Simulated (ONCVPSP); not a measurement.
**Debugging a pseudopotential input (Pr (Z = 59), ONCVPSP 4.0.1)**

Command:

```bash
oncvpsp.x < Pr.dat > Pr.out
```

Input:

```
# ATOM AND REFERENCE CONFIGURATION
# atsym  z   nc   nv     iexc    psfile
  Pr 59.00    9    4  -109134      upf
#
#   n    l    f
    1    0    2.00
    2    0    2.00
    2    1    6.00
    3    0    2.00
    3    1    6.00
    3    2   10.00
    4    0    2.00
    4    1    6.00
    4    2   10.00
    4    3    3.00
    5    0    2.00
    5    1    6.00
    6    0    2.00
#
# PSEUDOPOTENTIAL AND OPTIMIZATION
# lmax
    3
#
#   l,   rc,      ep,       ncon, nbas, qcut
    0    2.50    0.00    4    9    6.30
    1    1.75    0.00    4    8    3.90
    2    2.55    0.19    4    7    4.50
    3    1.05    0.00    4    7   18.70
#
# LOCAL POTENTIAL
# lloc, lpopt,  rc(5),   dvloc0
    4    5    1.05    0.00
#
# VANDERBILT-KLEINMAN-BYLANDER PROJECTORs
# l, nproj, debl
    0    2    3.00
    1    2    2.20
    2    2    2.90
    3    2    3.20
#
# MODEL CORE CHARGE
# icmod, fcfact, rcfact
    1    0.00    0.00
#
# LOG DERIVATIVE ANALYSIS
# epsh1, epsh2, depsh
   -3.00    5.00    0.02
#
# OUTPUT GRID
# rlmax, drl
    6.00    0.01
#
# TEST CONFIGURATIONS
# ncnf
    4
# nvcnf
#   n    l    f
    4
    4    3    3.00
    5    0    2.00
    5    1    6.00
    6    0    1.00
#
    4
    4    3    3.00
    5    0    2.00
    5    1    6.00
    6    0    0.00
#
    4
    4    3    2.00
    5    0    2.00
    5    1    6.00
    6    0    0.00
#
    4
    4    3    3.00
    5    0    2.00
    5    1    6.00
    6    0    1.50
#
```

This is an input that runs to its end, with one change: model core set to icmod 1, fcfact 0.00, rcfact 0.00. The unchanged file is no sound one. Note: ghosts flagged at negative energy: s at -199.0 eV; GHOST(+) flagged for p at 62.4 eV, d at 156.7 eV. A true bound ghost makes a file unfit for plane-wave use.

Task: How does the run end?

Result: The program refuses the input: "test_data: must have fcfact>0.0 for icmod= 1 or 3".

```
ONCVPSP  (Optimized Norm-Conservinng Vanderbilt PSeudopotential)
scalar-relativistic version 4.0.1

test_data: must have fcfact>0.0 for icmod= 1 or 3
ERROR: test_data found   1 ERROR; stopping
```
